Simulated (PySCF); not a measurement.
Isomers of C2H5N. Isolated molecules, 0 K electronic values unless said otherwise. One relaxed conformer stands for each flexible species; it need not be the lowest. Strings in code marks are SMILES.

These are PySCF with PBE0-D3(BJ)/def2-TZVP values and carry that method's errors. Excitations are Tamm–Dancoff values on a coarser integration grid. The basis has no diffuse functions, so Rydberg states are missing or too high.

```csv
species,HOMO (eV),T1 excitation (TDA) (eV),S1 oscillator strength
`C=CN`,-6.00,4.09,0.008
`C=NC`,-7.35,4.12,0.002
`N(=C/C)/[H]`,-7.56,4.58,0.004
```
